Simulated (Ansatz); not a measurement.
```yaml
atoms:
  - { symbol: C, position_ang: [0.0000, 0.0043, -0.7218] }
  - { symbol: C, position_ang: [0.0000, -0.0043, 0.7218] }
  - { symbol: C, position_ang: [0.0000, 1.3235, -1.6493] }
  - { symbol: C, position_ang: [0.0000, -1.3235, 1.6493] }
  - { symbol: H, position_ang: [0.0000, -1.0380, -1.2894] }
  - { symbol: H, position_ang: [0.0000, 1.0380, 1.2894] }
  - { symbol: H, position_ang: [0.0000, 2.3178, -0.9984] }
  - { symbol: H, position_ang: [0.9537, 1.3517, -2.3632] }
  - { symbol: H, position_ang: [-0.9537, 1.3517, -2.3632] }
  - { symbol: H, position_ang: [0.0000, -2.3178, 0.9984] }
  - { symbol: H, position_ang: [0.9537, -1.3517, 2.3632] }
  - { symbol: H, position_ang: [-0.9537, -1.3517, 2.3632] }
```

Basis set: 6-31G* (spherical functions). Left uncorrelated: 4 orbitals. Charge 0, multiplicity 1.

Computed with Ansatz (development build ahead of 0.2.0); each method stands on the lowest determinant of its kind that the runs found. Restricted open shells among the atoms or ions are ROHF, correlated in semicanonical orbitals with singles.

Q: Give the atomization energy at this shape (free ground-state atoms in the same class of orbitals less the molecule, no zero-point energy) of singlet C₄H₈ by RHF-MP2, RHF.

A:

| method | atomization energy |
| --- | --- |
| RHF-MP2 | 4319.9 kJ/mol |
| RHF | 3502.2 kJ/mol |

Caution: no unrestricted run beside it, a lower state can exist; the shape is not the minimum.
